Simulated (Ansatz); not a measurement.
CaCl₂⁻. Charge -1, multiplicity 2. Geometry PBE-D4/def2-TZVPD.

```xyz
3

Ca    0.302    0.098   -0.708
Cl   -1.892    1.278   -0.204
Cl    1.590   -1.376    0.912
```

At LDA (SPW92)/def2-TZVPD, PBE-D4/def2-SVPD, BLYP-D4/def2-TZVPD the highest occupied level of the charge -1 doublet lies above zero (up to 0.87 eV). By energy differences its removal costs 1.28 eV (vertical, to the charge 0 singlet, at CCSD(T)/def2-TZVPPD). The structure comes from a short search, and lower isomers may exist.

(1) Estimate the α-spin orbital energies around the gap (eV) in Ansatz with HF/def2-TZVPD, LDA (SPW92)/def2-TZVPD, PBE-D4/def2-SVPD, BLYP-D4/def2-TZVPD, ωB97X-V/def2-TZVPD.

Answers

(1) 
```csv
orbital,HF/def2-TZVPD,LDA (SPW92)/def2-TZVPD,PBE-D4/def2-SVPD,BLYP-D4/def2-TZVPD,ωB97X-V/def2-TZVPD
HOMO−9,-31.94,-22.66,-22.96,-22.51,-28.21
HOMO−8,-23.53,-14.44,-14.49,-14.23,-19.79
HOMO−7,-23.39,-14.36,-14.41,-14.14,-19.67
HOMO−6,-8.27,-3.64,-3.62,-3.28,-7.36
HOMO−5,-7.88,-3.29,-3.29,-2.96,-6.98
HOMO−4,-7.49,-3.00,-2.96,-2.68,-6.70
HOMO−3,-7.44,-2.98,-2.94,-2.66,-6.65
HOMO−2,-7.44,-2.96,-2.93,-2.65,-6.64
HOMO−1,-7.33,-2.87,-2.83,-2.55,-6.52
HOMO,-1.29,0.63,0.63,0.87,-1.33
LUMO,3.95,2.04,1.99,2.26,3.89
LUMO+1,4.33,2.28,2.33,2.54,4.27
LUMO+2,4.42,2.59,2.60,2.91,4.37
LUMO+3,5.42,3.02,3.12,3.26,5.16
LUMO+4,5.53,3.16,3.16,3.36,5.41
LUMO+5,6.02,3.23,3.35,3.54,5.95
β HOMO,-7.33,-2.86,-2.82,-2.55,-6.52
β LUMO,4.02,1.37,1.51,1.68,3.92
```
